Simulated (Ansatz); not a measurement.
Sn₄O₈⁺. Charge 1, multiplicity 2. Geometry PBE-D4/def2-SVP; atoms count from 1.

Cartesian coordinates in Å:
```
Sn 1.001 2.220 -0.388
Sn 1.711 -1.791 -1.974
Sn 0.507 -1.962 1.725
Sn -1.939 0.549 -1.422
O -0.981 2.161 -0.703
O 0.606 0.511 1.528
O -0.281 0.987 2.316
O 1.325 -2.293 -0.046
O -0.006 -0.297 -2.041
O 1.229 0.405 -1.607
O -1.795 0.126 1.783
O -1.377 -0.616 0.829
```

In the def2 sets Sn takes a core potential; there is no spin–orbit coupling. The structure holds 3 bonds between oxygen atoms, so isomers without such links may lie far lower. The charge 1 doublet is spin-contaminated (final ⟨S²⟩ up to 0.99, 0.75 for a pure state). Another isomer (doublet) lies 0.68 eV lower at PBE0-D4/def2-SVP; other spin states weren't run for this one.

Question: Estimate the Mulliken populations from the PBE0/def2-SVP orbitals of Ansatz.

Answer: 
| atom | charge (e) | spin (α − β) |
| --- | --- | --- |
| Sn1 | 0.93 | 0.01 |
| Sn2 | 0.99 | 0.00 |
| Sn3 | 0.97 | 0.00 |
| Sn4 | 0.94 | 0.01 |
| O5 | -0.71 | 0.00 |
| O6 | -0.24 | 0.43 |
| O7 | 0.06 | 0.75 |
| O8 | -0.74 | 0.01 |
| O9 | -0.45 | 0.01 |
| O10 | -0.45 | 0.01 |
| O11 | -0.01 | -0.10 |
| O12 | -0.29 | -0.12 |
Mulliken values and Mayer orders depend strongly on the basis.

Question: Where does the spin sit?

Answer: Summed by element: Sn 0.02, O 0.98, of 1 unpaired in all. Largest on single atoms: O7 0.75, O6 0.43, O12 -0.12.

Question: And the Mayer bond orders between bonded heavy atoms (over 0.3)?

Answer: Sn1–O5 0.98 (2.01 Å); Sn1–O10 0.51 (2.20 Å); Sn2–O8 0.84 (2.03 Å); Sn2–O9 0.36 (2.28 Å); Sn2–O10 0.36 (2.28 Å); Sn3–O8 1.07 (1.98 Å); Sn4–O5 0.94 (2.01 Å); Sn4–O9 0.49 (2.20 Å); O6–O7 1.33 (1.28 Å); O9–O10 0.87 (1.49 Å); O11–O12 1.25 (1.28 Å). Values over 0.3 also appear between atoms too far apart for a bond (O7–O11 0.48 at 1.82 Å); they arise where an orbital or an unpaired electron spreads over both atoms.
